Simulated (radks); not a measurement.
Effect of the nuclear size on neutral caesium, [Xe] 6s1. Method: Dirac Kohn-Sham, relativistic LDA (MacDonald-Vosko exchange, VWN5 correlation), spin-unpolarised, spherical densities, finite nucleus; Fermi nuclear charge, rms radius 4.8041 fm; computed with a radial shooting solver on a logarithmic mesh with Libxc functionals. The rms radius is varied about that value; shifts are against it.

| rms radius (fm) | total energy shift (eV) | density at nucleus (e/bohr^3) | 1s1/2 shift (meV) | 2s1/2 shift (meV) | 4p1/2 shift (meV) | 5s1/2 shift (meV) | 5p1/2 shift (meV) |
|---|---|---|---|---|---|---|---|
| 3.8913 | -2.55 | 3.044e+05 | -1060 | -126 | 0.445 | -0.757 | 0.136 |
| 4.4918 | -0.923 | 2.964e+05 | -383 | -45.7 | 0.161 | -0.274 | 0.049 |
| 4.8041 | 0 | 2.927e+05 | 0.000 | 0.000 | 0.000 | 0.000 | 0.000 |
| 5.1116 | 0.958 | 2.893e+05 | 397 | 47.4 | -0.167 | 0.284 | -0.051 |
| 5.9283 | 3.74 | 2.815e+05 | 1550 | 185 | -0.650 | 1.11 | -0.199 |

Slopes of the eigenvalues against <r^2> in GHz/fm^2, as finite differences over the two radii next to the reference (eigenvalue slopes, not the field-shift constants of lines): 1s1/2 31700, 2s1/2 3780, 4p1/2 -13.3, 5s1/2 22.7, 5p1/2 -4.07.
